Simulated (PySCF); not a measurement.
How PBE and B3LYP compare on the HOMO–LUMO gap of the Kohn–Sham levels of molecules with a metal or metalloid centre.

Values in eV, from PySCF. Where two bases are given, the first is that of PBE. B3LYP is a level with its own limits.

| system | basis | PBE | B3LYP | PBE − B3LYP |
|---|---|---|---|---|
| Si(H)(Me)2(NHMe) singlet | def2-TZVP | 5.41 | 7.07 | -1.66 |
| Cd(Cl)(SeH) singlet | def2-TZVP | 3.34 | 4.75 | -1.41 |
| Cl[Si](Cl)(Cl)[SiH2][Si](Cl)(Cl)Cl singlet | def2-TZVP | 5.02 | 6.65 | -1.63 |
| Si(OAc)2(OH)(OMe) singlet | def2-SVP | 5.13 | 7.44 | -2.32 |
| Se(NH2)(OSiH3) singlet | def2-TZVP | 3.42 | 5.16 | -1.74 |
| B(OH)(OMe)(Ph) singlet | def2-SVP | 4.70 | 6.19 | -1.49 |
| Sn(H)(I)3 singlet | def2-TZVP | 2.68 | 4.01 | -1.34 |
| Cd(SH)(SiMe3) singlet | def2-TZVP | 2.40 | 3.71 | -1.30 |
| Be(OH)(OSiH3) singlet | def2-TZVP | 5.99 | 7.68 | -1.69 |
| Te(Me)(SiMe3) singlet | def2-SVP | 3.65 | 5.09 | -1.44 |
| Sn(H)(Et)(OMe)2 singlet | def2-SVP | 4.21 | 6.17 | -1.96 |
| B(F)2(Vi) singlet | def2-TZVP | 4.91 | 6.56 | -1.65 |
| Al(H)2(nBu) singlet | def2-TZVP | 4.15 | 5.72 | -1.57 |
| Al(H)2(Cl)(OH2) singlet | def2-TZVP | 5.04 | 6.65 | -1.61 |
| B(OSiH3)3 singlet | def2-TZVP | 6.00 | 7.92 | -1.92 |
| Al(H)(nPr)2 singlet | def2-SVP | 4.00 | 5.58 | -1.58 |
| Ga(F)2(nBu) singlet | def2-TZVP | 5.32 | 6.97 | -1.65 |
| Sn(H)(F)2(Vi) singlet | def2-TZVP | 5.36 | 7.05 | -1.68 |
| F[Si](F)(F)N[SiH](Cl)Cl singlet | def2-TZVP | 6.53 | 8.48 | -1.95 |
| C[Si](O)(O)B(O)O singlet | def2-TZVP | 5.43 | 7.31 | -1.89 |
| Ge(Cl)2(OSiH3)2 singlet | def2-TZVP | 5.03 | 6.99 | -1.96 |
| In(F)(Cl)2(OH2) singlet | def2-TZVP | 4.29 | 6.01 | -1.73 |
| Al(GeH3)(H)(OH) singlet | def2-TZVP | 4.41 | 5.88 | -1.47 |
| Ga(H)(Br)(Et) singlet | def2-TZVP | 4.17 | 5.66 | -1.49 |

Problem. What do these rows say about the size and sign of the difference from B3LYP?

Solution. The mean difference from B3LYP is -1.67 eV (median -1.65) and the mean absolute one 1.67 eV (median 1.65); PBE lies above in 0 and below in 24 of 24 cases. It is closest for Cd(SH)(SiMe3) singlet (-1.30), Sn(H)(I)3 singlet (-1.34), Cd(Cl)(SeH) singlet (-1.41) and furthest off for Si(OAc)2(OH)(OMe) singlet (-2.32), Sn(H)(Et)(OMe)2 singlet (-1.96), Ge(Cl)2(OSiH3)2 singlet (-1.96).
